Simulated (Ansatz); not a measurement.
Molecule: H₄BSiO₃, charge 0, multiplicity 2. SMILES: [O]B(O)O[SiH3]
Geometry from a B3LYP-D3(BJ)/def2-TZVP (Ansatz, a program for electronic structure) optimisation:
```
O
B 1 1.3518
O 2 1.3705 1 119.50
O 2 1.3712 1 121.92 3 -180.00
H 4 0.9627 2 115.56 1 180.00
Si 1 1.6573 2 134.76 3 180.00
H 6 1.4757 1 106.46 2 180.00
H 6 1.4788 7 110.15 1 -119.31
H 6 1.4788 7 110.15 8 -121.38
```
Charge 0, spin multiplicity 2.

Wanted: atomisation energy, in kcal/mol. Terms: dispersion terms only where a functional's name holds one; non-relativistic; no spin-orbit coupling; atomisation electronic, to ground-state atoms; frozen cores in correlated levels; UHF or UKS for open shells. CBS(X,Y): correlation extrapolated as X^-3; Hartree-Fock from the larger set. First-principles rows: single points at B3LYP-D3(BJ) geometries (Ansatz).

| species | coefficient | E at HF/3-21G (Ansatz), Eh | E at PBE0/def2-TZVPD (Ansatz), Eh |
|---|---|---|---|
| [O]B(O)O[SiH3] | -1 | -537.77702 | -542.25026 |
| B atom | +1 | -24.38976 | -24.61833 |
| H atom | +4 | -0.49620 | -0.50104 |
| O atom | +3 | -74.39366 | -75.01925 |
| Si atom | +1 | -287.34443 | -289.24952 |

Coupled cluster (Ansatz) is a level with limits of its own, used here on species with T1 under 0.025 (0.045 for open shells) and stable references: CCSD(T)/CBS(cc-pV(T+d)Z,cc-pV(Q+d)Z). Value to compare with, CCSD(T)/CBS(cc-pV(T+d)Z,cc-pV(Q+d)Z) (Ansatz): 839.9 kcal/mol. 1 Eh = 627.5095 kcal/mol.

**Question.** Compute it at each level from the table, and compare with CCSD(T)/CBS(cc-pV(T+d)Z,cc-pV(Q+d)Z) (Ansatz).

**Answer.** 
- HF/3-21G: the sum of coefficient times E is 0.87705 Eh, or 550.36 kcal/mol. Result: 550.4 kcal/mol. Its difference against CCSD(T)/CBS(cc-pV(T+d)Z,cc-pV(Q+d)Z) (Ansatz) is -289.5 kcal/mol.
- PBE0/def2-TZVPD: the sum of coefficient times E is 1.32050 Eh, or 828.63 kcal/mol. Result: 828.6 kcal/mol. Its difference against CCSD(T)/CBS(cc-pV(T+d)Z,cc-pV(Q+d)Z) (Ansatz) is -11.3 kcal/mol.
